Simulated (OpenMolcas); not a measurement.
# Lines of Ne⁴⁺: computed and rescaled rates

- Program: OpenMolcas 26.06
- Method: SS-CASPT2, IPEA 0.25 Eh, imaginary shift 0.1 Eh (closed shells correlated: 1s 2s)
- Basis: ANO-RCC-VQZP [5s4p3d2f1g]
- Scalar Hamiltonian: DKH2, point nucleus
- Active space: 2 electrons in 3 orbitals (2p)
- State averaging: 2S+1 = 3 even, 3 roots; 2S+1 = 1 even, 6 roots
- Spin-orbit coupling: state interaction with AMFI integrals over the reference wave functions, term energies averaged over their components

Rates come from the transition moments of the reference wave functions (E1 and E2 in the length form). At fixed line strength A goes as λ^-3 for E1 and M1 and as λ^-5 for E2, so a rate at the computed wavelength can be rescaled to the measured one. Measured vacuum wavelengths follow from level energies in NIST levels in Podobedova, Fuhr, Reader and Wiese, J. Phys. Chem. Ref. Data 33, 525 (2004). Branching counts decays inside the model space alone, at computed energies, and the table is only a selection of the E2 and M1 lines, drawn from those between levels with measured partners whose computed energy lies within a factor of 1.5 of the measured one.

```tsv
Upper	Lower	Type	λ computed (nm)	λ measured (nm)	A computed (s-1)	A rescaled (s-1)	Branching %
2s² 2p² ³P₁	2s² 2p² ³P₀	M1	24740	24250	1.19e-03	1.26e-03	100.0
2s² 2p² ³P₂	2s² 2p² ³P₁	M1	13090	14330	6.04e-03	4.60e-03	100.0
2s² 2p² ¹D₂	2s² 2p² ³P₂	M1	339.5	342.7	3.53e-01		73.5
2s² 2p² ¹D₂	2s² 2p² ³P₁	M1	330.9	334.7	1.27e-01		26.4
2s² 2p² ¹S₀	2s² 2p² ¹D₂	E2	264.6	297.4	5.29e+00	2.95e+00	55.1
2s² 2p² ¹S₀	2s² 2p² ³P₁	M1	147	157.5	4.30e+00		44.7
```

Spin-changing lines and M1 lines between different terms are not rescaled, since their strength hangs on the term gaps too.

The largest correction is for 2s² 2p² ¹S₀ → 2s² 2p² ¹D₂ (E2): 5.29e+00 × (264.6 / 297.4)^5 = 2.95e+00 s-1, a factor of 0.56.

The computed rate and branching of 2s² 2p² ³P₁ → 2s² 2p² ³P₀ give the upper level a radiative lifetime of 1.000 / 1.19e-03 s-1 = 8.40e+02 s, counting decays inside the model space alone. The rescaled rate gives about 7.9e+02 s.

No measured rate stands beside these. Rescaling mends the energy factor alone: line strengths can still be far off where a level mixes with configurations outside the active space, and weak or spin-changing lines hang on small mixing coefficients that depend on the term gaps too, so rescaling need not improve them.

Term energies are means over components that CASPT2 splits; among the terms shown or strongly mixed into the levels shown the widest spread is 67 cm-1 (2s² 2p² ¹D). With the s shell closed, the reference lacks s² → p² mixing. Computed and measured levels are paired by configuration, term and J; levels that our copy of the source lacks, or whose pairing is in doubt (as where it misses far off the trend of its configuration), stay unpaired. Only configurations of the active space appear.
